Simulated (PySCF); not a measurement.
Cl4Ge, singlet, geometry from GFN2-xTB. Base run: B3LYP/6-31G in PySCF.

PySCF was given this input:
```python
from pyscf import gto, scf, dft, solvent

mol = gto.M(
    atom='''
Cl   -0.92984300   -1.51698526   -1.16631341
Ge    0.00000000    0.00000000    0.00000000
Cl    2.08165088   -0.40743266    0.16391300
Cl   -0.28124887    1.88846878   -0.93846895
Cl   -0.87055902    0.03594914    1.94086937
''',
    basis='6-31g',
    verbose=4,
)

mf = dft.RKS(mol)
mf.xc = 'b3lyp'
mf.kernel()
mf.analyze()
```

The base run was repeated with changes; each row names its change, and settings that it needs were set with it.

```tsv
change	ΔE vs base (kJ/mol)	HOMO-LUMO gap (eV)
base	0.00	6.23
model = SS(V)PE; solvent = acetonitrile	-9.42	6.23
model = IEF-PCM; solvent = acetonitrile; lebedev_order = 11	-9.57	6.23
model = ddCOSMO; solvent = acetonitrile	-13.95	6.23
model = IEF-PCM; solvent = tetrahydrofuran	-7.84	6.23
model = IEF-PCM; solvent = methanol	-9.51	6.23
model = IEF-PCM; solvent = acetonitrile; lebedev_order = 41	-9.65	6.23
model = IEF-PCM; solvent = acetonitrile; vdw_scale = 1.4	-2.60	6.22
model = IEF-PCM; solvent = acetonitrile; vdw_scale = 1.1	-18.86	6.24
model = IEF-PCM; solvent = acetonitrile	-9.55	6.23
model = IEF-PCM; solvent = acetonitrile; vdw_scale = 1.0	-37.0	6.28
model = IEF-PCM; solvent = acetonitrile; r_probe = 0.5	-1.84	6.22
```

The base is the gas phase, so ΔE is the electrostatic part of solvation at a fixed geometry, without cavity and dispersion terms.
